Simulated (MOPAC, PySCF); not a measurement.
H8SSi3, SMILES `[SiH3][SiH]([SiH3])S` (Si–Si–S–H torsion 62°), neutral singlet in the gas phase. 

Cartesian coordinates (Å):
```xyz
12

Si    -1.9583    -0.5437     0.0599
Si    -0.0588     0.7832    -0.2972
Si     1.8922    -0.4899    -0.5601
S      0.1859     2.1795     1.3438
H     -3.1709     0.3024     0.1574
H     -2.1340    -1.5271    -1.0380
H     -1.7838    -1.2840     1.3341
H     -0.2609     1.6621    -1.4759
H      2.1467    -1.2291     0.7012
H      3.0506     0.3894    -0.8445
H      1.7411    -1.4729    -1.6621
H      0.3502     1.2301     2.2815
```
Charge 0, multiplicity 1.

All levels are single points at this geometry (B3LYP-D3(BJ)/def2-TZVP); Pople sets use spherical d functions. Orbital energies aren't observables, and empty levels follow the basis.

| level | HOMO (eV) | LUMO (eV) | gap (eV) | dipole (D) | vertical IE, Delta-SCF (eV) |
|---|---|---|---|---|---|
| B3LYP-D3(BJ)/def2-TZVP in PySCF | -6.85 | -0.83 | 6.02 | 0.94 | 8.83 |
| PBE-D3(BJ)/def2-TZVP in PySCF | -5.97 | -1.52 | 4.45 | 0.87 | 8.60 |
| B3LYP/6-311+G** in PySCF | -6.87 | -0.91 | 5.96 | 1.27 | – |
| B3LYP/LANL2DZ in PySCF | -6.84 | -0.55 | 6.30 | 1.89 | – |
| BP86/6-31G* in PySCF | -5.96 | -1.42 | 4.54 | 1.30 | – |
| M06-2X/6-31G* in PySCF | -8.01 | 0.20 | 8.21 | 1.52 | – |
| PBE/6-31G* in PySCF | -5.86 | -1.35 | 4.51 | 1.30 | 8.59 |
| HF/3-21G in PySCF | -9.67 | 2.53 | 12.20 | 2.35 | – |
| HF/6-31G* in PySCF | -9.57 | 2.66 | 12.24 | 1.67 | 8.39 |
| HF/STO-3G in PySCF | -6.49 | 9.27 | 15.76 | 1.34 | – |
| AM1 in MOPAC | -9.24 | -1.66 | 7.59 | 1.82 | – |
| PM3 in MOPAC | -8.78 | -2.23 | 6.55 | 1.72 | – |
| PM6 in MOPAC | -8.37 | -1.33 | 7.04 | 1.91 | – |
